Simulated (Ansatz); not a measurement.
Harmonic frequencies (cm⁻¹) at PBE0-D4/def2-TZVP from Ansatz: 185, 260, 317, 345, 407, 460, 554, 578, 735, 896, 980, 1264, 1424, 1633, 2450, 3631, 3736, 3890.

Each molecule was computed in one conformer, which needn't be the lowest.

Q: Which molecule is it?
A. `C=NB[SeH]`
B. `NB(O)[SeH]`
C. `BOC#CS`
D. `O=CC(F)S`

A: B.
